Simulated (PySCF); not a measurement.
## Excitation energy of Cl by level of theory

Cl [Ne] 3s2 3p5 (2P) → Cl [Ne] 3s1 3p6 (2S), as a difference of total energies. All numbers are calculated (PySCF 2.14, the non-relativistic Hamiltonian (point nucleus), in aug-cc-pV(T+d)Z (6s5p4d2f, 55 functions)). Correlated levels: valence: [Ne] frozen. The calculations carry no spin-orbit coupling.

```
           method  excitation energy (eV)  error (eV)
              UHF                  15.414      +4.828
    MP2 (valence)                  12.971      +2.385
SCS-MP2 (valence)                  12.727      +2.141
   CCSD (valence)                  11.544      +0.958
CCSD(T) (valence)                  10.583      -0.003
```

Reference: 10.586 eV (measured; NIST levels, between the centres of gravity of the two terms).

Errors of the correlated levels include the incompleteness of this basis and the frozen core.

The coupled-cluster amplitudes are large for the upper state (T1 above 0.03 or a double amplitude above 0.15), so a single reference is strained.
